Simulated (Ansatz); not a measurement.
(1) Predict a relaxed structure of the cluster Ag4H4 (the lowest singlet isomer of a short search), charge 0, singlet, at r2SCAN-D4/def2-SVP (Ansatz).

Results:

(1) 
```xyz
8

Ag    1.200   -0.393    1.421
Ag   -1.433    0.123    1.243
Ag    1.433   -0.123   -1.243
Ag   -1.200    0.393   -1.421
H     2.462   -0.485    0.166
H     0.218    0.254   -2.492
H    -2.463    0.480   -0.167
H    -0.218   -0.250    2.493
```
Point group D4h (tolerance 0.1 Å). This is one stationary point.

In the def2 sets Ag takes a core potential; there is no spin–orbit coupling. The relaxation made no stability test and no search for a lower SCF solution. The structure comes from a short search, and lower isomers may exist.
